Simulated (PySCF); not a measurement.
**Rh (rhodium, neutral) across methods**

[Kr] 4d7 5s1 6s1, high-spin 6F determinant (an excited configuration). Computed with PySCF 2.14 in aug-cc-pVTZ-PP with ECP28MDF (6s6p5d3f2g, 88 functions), with scalar relativity through the core potential. The B2PLYP total includes its PT2 part (frozen core); its orbital energies are those of the SCF part.

```tsv
method	E (hartree)	mean ε 4d β (eV)	mean ε 5s α (eV)	mean ε 6s α (eV)	Σ⟨r²⟩ (bohr²)	⟨S²⟩
PBE	-109.8822	-11.952	-9.411	-1.661	119.8	8.751
wB97M-V	-109.7853	-16.143	-11.864	-2.187	115.7	8.751
UHF	-109.19686	-18.147	-11.703	-2.338	123.5	8.754
r2SCAN0	-109.8786	-13.803	-10.310	-1.827	119.7	8.752
PBE0	-109.8695	-13.722	-10.122	-1.896	120.7	8.751
r2SCAN	-109.9097	-12.060	-9.607	-1.614	119.5	8.752
LDA	-109.6367	-11.922	-9.680	-1.646	117.7	8.750
B2PLYP	-109.6966	-15.416	-10.668	-1.937	121.6	8.752
```

Energies and moments cover only the electrons outside the core potential. The outer electron is Rydberg-like, and this basis confines it to a smaller radius and binds it less than a complete one would.
